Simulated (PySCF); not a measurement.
ReO2F3, SMILES [O]=[Re](=[O])([F])([F])[F], multiplicity 1. Coordinates come from a B3LYP-D3(BJ)/def2-SVP optimisation. The multiplicity is an assumed one; other spin states were not compared. The def2 effective core potentials stand for the cores of Re; spin–orbit coupling is left out.

All values below come from PySCF with B3LYP-D3(BJ)/def2-SVP.

Harmonic wavenumbers (cm⁻¹): 97, 254, 275, 297, 336, 357, 372, 643, 704, 713, 1032, 1065. Rotational constants (GHz): 3.148, 2.678, 2.203; symmetry number 2.

Task: Work out the zero-point energy and the ideal-gas rigid-rotor harmonic-oscillator thermochemistry at 298.15 K and 1 atm.

Result: ZPE = ½ Σ hcν = ½ × 6145 cm⁻¹ = 8.78 kcal/mol. H − E(el) = 13.40 kcal/mol. Entropy in cal/(mol K): translation 42.74, rotation 25.87, vibration 12.79, total 81.40. G − E(el) = -10.87 kcal/mol. Cp = 22.97 cal/(mol K). Modes under 150 cm⁻¹ make the vibrational entropy uncertain.
